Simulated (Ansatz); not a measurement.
Geometry optimisation, Ansatz, DFT PBE-D3(BJ), scalar-relativistic, plane waves, PAW.

input.yaml

```yaml
accuracy: low
crystal:
  lattice:
    - [5.915482, 0.0, 0.0]
    - [0.0, 5.915482, 0.0]
    - [0.0, 0.0, 5.915482]
  atoms:
    - { symbol: O, position: [0.6010793, 0.3628328, 0.8885432] }
    - { symbol: H, position: [0.4634101, 0.3275669, 0.9698592] }
    - { symbol: H, position: [0.6337331, 0.5175161, 0.9311532] }
    - { symbol: O, position: [0.123174, 0.9672015, 0.7593592] }
    - { symbol: H, position: [0.1076539, 0.8914791, 0.9036992] }
    - { symbol: H, position: [-0.02899, 0.9688413, 0.6989255] }
    - { symbol: O, position: [0.6070472, 0.4270975, 0.4283915] }
    - { symbol: H, position: [0.7254553, 0.3740126, 0.528243] }
    - { symbol: H, position: [0.4687935, 0.3925684, 0.5090293] }
    - { symbol: O, position: [0.1275677, 0.3416743, 0.0406126] }
    - { symbol: H, position: [-0.0192278, 0.3437749, 0.1131073] }
    - { symbol: H, position: [0.2285633, 0.2868526, 0.1572457] }
    - { symbol: C, position: [0.3960404, 0.7816267, 0.3244667] }
    - { symbol: C, position: [0.5054586, 0.8254277, 0.5414722] }
    - { symbol: "N", position: [0.5937189, 0.8607589, 0.716516] }
    - { symbol: H, position: [0.3407284, 0.6058042, 0.3156205] }
    - { symbol: H, position: [0.2490674, 0.8913514, 0.304202] }
    - { symbol: H, position: [0.5139608, 0.8139527, 0.1862603] }
basis:
  ecutwfc: 420.0
kpoints:
  mp_grid: { grid: [1, 1, 1] }
hamiltonian:
  xc: pbe
  dispersion: d3bj
scf:
  occupations: { method: fermi_dirac, width: 0.02 }
  lower_state_search: "off"
relax:
  f_tol: 0.3
  max_steps: 15
  adjacent_minimum: "off"
output:
  write_density: true
  write_potential: true
  elf: true
  volumetric_format: npy
```

Launched with:

```bash
$ ansatz run input.yaml --threads 1 --pin off --max-ram 3072MiB --backend cpu --events-out ev --progress --plain --runs-dir out
```

Question: Where does it end, and by what steps?

Answer: The forces met the threshold. The threshold is loose, so the end isn't yet a minimum. The force dipped under the threshold on the way, but the program's further checks kept it going. Limits of this set-up: coarse k mesh, low accuracy level. After 13 steps the energy has fallen by 2.055 eV; H8 moved furthest, 1.39 Å.

```csv
step,energy less start (eV),largest force component (eV/Å),accepted
0,0.0000,1.929,yes
1,-0.5737,1.228,yes
2,-0.8097,1.747,yes
3,-1.0299,1.861,yes
4,-1.2066,1.167,yes
5,-1.3410,1.818,yes
6,-1.5261,1.024,yes
7,-1.6796,0.727,yes
8,-1.7425,2.022,yes
9,-1.9003,1.077,yes
10,-1.9656,0.819,yes
11,-2.0186,0.534,yes
12,-2.0548,0.220,yes
13,-2.0548,0.221,yes
```

```xyz
18
Lattice="5.9155 0.0000 0.0000 0.0000 5.9155 0.0000 0.0000 0.0000 5.9155" Properties=species:S:1:pos:R:3
O 4.031 2.506 5.279
H 3.462 2.306 6.045
H 3.800 3.422 5.002
O 0.401 5.828 5.105
H 0.760 4.930 5.213
H -0.542 5.676 4.875
O 3.945 1.491 2.186
H 4.877 1.730 1.961
H 3.863 1.669 3.141
O 0.385 2.216 0.864
H -0.363 2.459 0.250
H 0.679 1.375 0.448
C 2.043 4.862 2.064
C 2.876 4.934 3.232
N 3.552 4.984 4.176
H 1.600 3.861 1.954
H 1.243 5.611 2.145
H 2.651 5.094 1.173
```

Whether the end is a true minimum wasn't checked by a vibrational analysis.

Run time: 21 s on 1 thread of Arm Neoverse V1, with other jobs on the host, peak memory 0.32 GiB.
